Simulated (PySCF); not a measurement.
CH6GeS3, SMILES [CH3][Ge]([SH])([SH])[SH]. Atoms are numbered in the order given.

```xyz
11

C     -2.0776    -0.7102     0.0013
Ge    -0.2278    -0.0750    -0.0094
S      1.0200    -1.7907    -0.7738
S     -0.1637     1.7873    -1.2652
S      0.5686     0.5541     2.0037
H     -2.7271     0.0745     0.4329
H     -2.3993    -0.9328    -1.0346
H     -2.1490    -1.6281     0.6152
H      2.1882    -1.0987    -0.6651
H      1.0655     2.1451    -0.7990
H      0.9780    -0.7106     2.3065
```
Charge 0, spin multiplicity 1.

Geometry optimised at PBE-D3(BJ)/def2-SVP. The values are those of a single conformer.

The numbers are results of PBE-D3(BJ)/def2-SVP run with PySCF, not measurements.

Frequencies are harmonic and unscaled.

Computed vibrational spectrum:
```json
[
 {"mode": "1", "ν (cm⁻¹)": "77", "IR (km/mol)": "3.5", "moving atoms (share of kinetic energy)": "H 78 %, S 18 %"},
 {"mode": "2", "ν (cm⁻¹)": "103", "IR (km/mol)": "0.0", "moving atoms (share of kinetic energy)": "H 84 %, S 12 %"},
 {"mode": "3", "ν (cm⁻¹)": "109", "IR (km/mol)": "3.5", "moving atoms (share of kinetic energy)": "S 75 %, H 13 %"},
 {"mode": "4", "ν (cm⁻¹)": "118", "IR (km/mol)": "4.0", "moving atoms (share of kinetic energy)": "S 46 %, H 44 %"},
 {"mode": "5", "ν (cm⁻¹)": "140", "IR (km/mol)": "12.1", "moving atoms (share of kinetic energy)": "S 53 %, Ge 30 %, H 10 %"},
 {"mode": "6", "ν (cm⁻¹)": "153", "IR (km/mol)": "0.9", "moving atoms (share of kinetic energy)": "C 30 %, S 28 %, H 23 %, Ge 19 %"},
 {"mode": "7", "ν (cm⁻¹)": "160", "IR (km/mol)": "1.3", "moving atoms (share of kinetic energy)": "C 37 %, H 30 %, S 20 %, Ge 12 %"},
 {"mode": "8", "ν (cm⁻¹)": "211", "IR (km/mol)": "34.3", "moving atoms (share of kinetic energy)": "H 86 %, S 13 %"},
 {"mode": "9", "ν (cm⁻¹)": "239", "IR (km/mol)": "13.9", "moving atoms (share of kinetic energy)": "H 89 %, S 10 %"},
 {"mode": "10", "ν (cm⁻¹)": "349", "IR (km/mol)": "7.8", "moving atoms (share of kinetic energy)": "S 87 %, Ge 8 %"},
 {"mode": "11", "ν (cm⁻¹)": "387", "IR (km/mol)": "43.6", "moving atoms (share of kinetic energy)": "S 60 %, Ge 36 %"},
 {"mode": "12", "ν (cm⁻¹)": "394", "IR (km/mol)": "49.5", "moving atoms (share of kinetic energy)": "S 60 %, Ge 37 %"},
 {"mode": "13", "ν (cm⁻¹)": "590", "IR (km/mol)": "23.9", "moving atoms (share of kinetic energy)": "C 63 %, H 19 %, Ge 17 %"},
 {"mode": "14", "ν (cm⁻¹)": "663", "IR (km/mol)": "1.5", "moving atoms (share of kinetic energy)": "H 95 %"},
 {"mode": "15", "ν (cm⁻¹)": "696", "IR (km/mol)": "2.9", "moving atoms (share of kinetic energy)": "H 93 %"},
 {"mode": "16", "ν (cm⁻¹)": "708", "IR (km/mol)": "0.7", "moving atoms (share of kinetic energy)": "H 92 %"},
 {"mode": "17", "ν (cm⁻¹)": "785", "IR (km/mol)": "33.8", "moving atoms (share of kinetic energy)": "H 81 %, C 17 %"},
 {"mode": "18", "ν (cm⁻¹)": "798", "IR (km/mol)": "40.0", "moving atoms (share of kinetic energy)": "H 80 %, C 17 %"},
 {"mode": "19", "ν (cm⁻¹)": "1197", "IR (km/mol)": "4.1", "moving atoms (share of kinetic energy)": "H 81 %, C 19 %"},
 {"mode": "20", "ν (cm⁻¹)": "1377", "IR (km/mol)": "4.1", "moving atoms (share of kinetic energy)": "H 96 %"},
 {"mode": "21", "ν (cm⁻¹)": "1377", "IR (km/mol)": "3.4", "moving atoms (share of kinetic energy)": "H 96 %"},
 {"mode": "22", "ν (cm⁻¹)": "2612", "IR (km/mol)": "0.4", "moving atoms (share of kinetic energy)": "H 97 %"},
 {"mode": "23", "ν (cm⁻¹)": "2620", "IR (km/mol)": "0.6", "moving atoms (share of kinetic energy)": "H 97 %"},
 {"mode": "24", "ν (cm⁻¹)": "2623", "IR (km/mol)": "0.8", "moving atoms (share of kinetic energy)": "H 97 %"},
 {"mode": "25", "ν (cm⁻¹)": "2991", "IR (km/mol)": "0.5", "moving atoms (share of kinetic energy)": "H 97 %"},
 {"mode": "26", "ν (cm⁻¹)": "3105", "IR (km/mol)": "0.1", "moving atoms (share of kinetic energy)": "H 90 %, C 10 %"},
 {"mode": "27", "ν (cm⁻¹)": "3112", "IR (km/mol)": "0.1", "moving atoms (share of kinetic energy)": "H 90 %, C 10 %"}
]
```
